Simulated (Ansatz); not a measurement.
```yaml
crystal:
  periodic: [false, false, false]
  atoms:
    - {symbol: C, position_ang: [-1.950893, -0.036727, -0.221007]}
    - {symbol: Nb, position_ang: [0.203083, 0.356636, 0.150968]}
    - {symbol: C, position_ang: [0.884226, -1.411001, 1.049278]}
    - {symbol: N, position_ang: [0.477971, 1.810296, 0.999442]}
    - {symbol: N, position_ang: [1.164880, 0.747500, -1.836488]}
    - {symbol: H, position_ang: [-2.411258, 1.055927, -0.583376]}
    - {symbol: H, position_ang: [-2.558188, -0.105227, 0.935518]}
    - {symbol: H, position_ang: [-2.259427, -0.632578, -0.898028]}
    - {symbol: H, position_ang: [0.421545, -1.495254, 1.859795]}
    - {symbol: H, position_ang: [1.915278, -1.430120, 1.287010]}
    - {symbol: H, position_ang: [0.814146, -2.322989, 0.405005]}
    - {symbol: H, position_ang: [0.523732, 2.436182, 1.718925]}
    - {symbol: H, position_ang: [1.512627, 1.618107, -1.971492]}
    - {symbol: H, position_ang: [0.889929, -0.098877, -2.521802]}
basis:
  gaussian: {orbitals: ANO-RCC-VTZP, final_grid: {core_spheres: 20, valence_spheres: 16, degree: 47}}
hamiltonian: {xc: {name: wPBEh}}
relax: {f_tol: 0.001, max_steps: 1}
output: {forces: true}
```

```sh
$ ansatz run in.yaml --threads 4 --pin off --events-out ev --progress --plain --max-ram 11315MiB
```

It prints (some lines left out):

```
Functional definition: wPBEh
2170 factors; their error is unknown
197 factors; integrals over basis functions are off by at most 2.3e-7 eV
mean field evaluation 1: about -109090.6726 eV, gradient 1.2e2 eV
mean field evaluation 2: about -108906.9351 eV, gradient 3.1e2 eV
mean field evaluation 4: about -109118.5663 eV, gradient 3.4e1 eV
mean field evaluation 8: about -109121.0387 eV, gradient 7.2e-1 eV
mean field evaluation 16: about -109121.1165 eV, gradient 1.5e-3 eV
mean field -109121.11648362 eV, -4010.1270658238 hartree, gradient 2.5e-5 eV, S^2 0.000000; 0 other end points of the search recorded, 0 dependent functions left out
reference -109121.11656356 eV, -4010.1270687616 hartree; 38, 38 occupied and 276, 276 virtual orbitals, 2170 factors
relax step   1: F+E_penalty+E_count = -109121.11648362 eV  Δ(F+E_penalty+E_count) = +0.000e0 eV  max|allowed force component| = 8.093e0 eV/Å  Δτ_max = 0.0000 Å  (34 SCF iters, accepted)
Error: geometry relaxation did not converge after 1 steps: max|allowed force component| = 8.09e0 eV/Å (threshold 1.0e-3). Raise `relax.max_steps` over both its present limit and 1, loosen `relax.f_tol`, or start from a geometry closer to equilibrium. Where this run's directory can be resumed (`checkpoint.write`), a resume goes on for up to `relax.max_steps` more
```

Something in this input is off. What?

The relaxation is allowed too few steps for its threshold. No converged result was reached.
